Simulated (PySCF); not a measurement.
Structure with atom numbers: `[CH3:1][CH2:2][C:3]([CH3:4])([CH3:5])[C:6]#[P:7]`. Hydrogens are named by the atom that carries them.

Level of theory: geometry: GFN2-xTB, PBE0/pcSseg-1 with gauge-including orbitals, in PySCF 2.14.0 with density-fitted response routines (no relativistic terms, averaged over atoms made equivalent by symmetry, fast rotation or ring inversion, gas phase, single conformer).

Scale: ¹³C vs TMS (reference shieldings calculated alike).

**Question.** Do the ¹³C shifts follow the atomic charges (in e)? Tabulate both.

**Answer.** 
```csv
atoms,hybridisation,δ (ppm),σ para (ppm),Hirshfeld,IAO,Mulliken,ESP-fitted
C6,sp,198.4,-279,-0.06,-0.28,-0.15,-0.36
C3,sp3,41.2,-97,+0.03,+0.03,-0.61,+0.60
C2,sp3,40.3,-101,-0.06,-0.24,-0.15,+0.04
C4/C5,sp3,32.6,-92,-0.11,-0.41,-0.13,-0.62
C1,sp3,12.2,-72,-0.12,-0.42,-0.25,-0.29
```

Correlation coefficients of δ with charge over these carbons: Hirshfeld +0.13, IAO +0.04, Mulliken +0.26, ESP-fitted -0.20; with the paramagnetic shielding -1.00. Among the 4 sp3 carbons alone: Hirshfeld +0.71, IAO +0.70, Mulliken -0.27, ESP-fitted +0.52. With so few points, grouped by hybridisation, these coefficients are fragile. Charge is one influence among several: hybridisation and low-lying excitations act through the paramagnetic term.

Shifts are as computed. Against solution values, carbons near 30 ppm lie about +3 ppm off and those near 130 ppm about +5 ppm. Of 1211 compounds with measured shifts, 218 miss one by over three times the rms of a fit or turn the order of signals round; such compounds aren't used in these exercises.
